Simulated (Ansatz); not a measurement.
Computed with Ansatz on PBE0-D4/def2-TZVP structures; ΔE is electronic, products minus reactants. CCSD(T)/CBS is the MP2 limit (def2-TZVPP, def2-QZVPP) plus CCSD(T) − MP2 in def2-TZVPP, frozen cores. Functionals use def2-TZVPP. One conformer a species, not always the lowest.

`N[SiH](F)CF` + `F[B](F)[AlH2]` → `FC[SiH](F)[AlH2]` + `NB(F)F`  (redistribution)

`N[SiH](F)CF`:

```xyz
10

N     1.572    0.045   -0.217
Si    0.013    0.701   -0.251
F    -0.229    1.904    0.783
C    -1.172   -0.691    0.211
F    -0.607   -1.463    1.229
H     2.377    0.531   -0.574
H     1.816   -0.637    0.483
H    -0.275    1.271   -1.587
H    -1.360   -1.348   -0.644
H    -2.135   -0.314    0.568
```

`F[B](F)[AlH2]`:

```xyz
6

F    -0.919   -1.890    0.380
B    -0.890   -0.650   -0.091
F    -2.009   -0.250   -0.678
Al    0.845    0.617    0.086
H     1.951    0.619   -1.052
H     1.022    1.553    1.355
```

`FC[SiH](F)[AlH2]`:

Cartesian coordinates in Å:
```
F 1.486 -0.079 2.315
C 0.648 -0.568 1.321
Si 0.150 0.780 0.090
F -0.765 1.861 0.859
Al -1.047 -0.158 -1.866
H -0.228 -1.013 1.806
H 1.175 -1.371 0.790
H 1.403 1.483 -0.310
H -2.361 0.523 -2.436
H -0.461 -1.457 -2.569
```

`NB(F)F`:

```xyz
6

N     0.244    0.593   -0.383
B    -0.211   -0.513    0.331
F    -1.312   -1.163   -0.034
F     0.441   -0.957    1.402
H     1.072    1.097   -0.123
H    -0.234    0.943   -1.193
```

CCSD(T)/CBS gives -53.9 kJ/mol.

Q: Another level gave -62.9 kJ/mol. Which?
A. LDA (SPW92)/def2-TZVPP
B. BLYP-D4/def2-TZVPP
C. ωB97M-V/def2-TZVPP
D. r2SCANh/def2-TZVPP

A: D. r2SCANh -62.9, BLYP-D4 -56.3, ωB97M-V -51.3, LDA (SPW92) -68.1 kJ/mol.

Q: What do rigid-rotor, harmonic-oscillator terms from PBE0-D4/def2-TZVP frequencies (298.15 K, 1 bar) make of the CCSD(T)/CBS value? (An estimate is asked.)

A: Computed: ΔZPE = +3.3 kJ/mol, ΔH = -51.1 kJ/mol, ΔS = -4 J/(mol·K), ΔG = -50.1 kJ/mol.

Largest T1 diagnostic among the species: 0.014.

Leaving LDA and LC-ωPBE aside and taking each functional with its dispersion term where it has one, the values, not all of them listed here, spread over 15.0 kJ/mol, from HSE06-D4 to ωB97M-V. In def2-TZVPP, CCSD(T) changes the Hartree–Fock value by +3.9 kJ/mol (the triples alone add +0.8 kJ/mol) and MP2 by +6.8 kJ/mol.
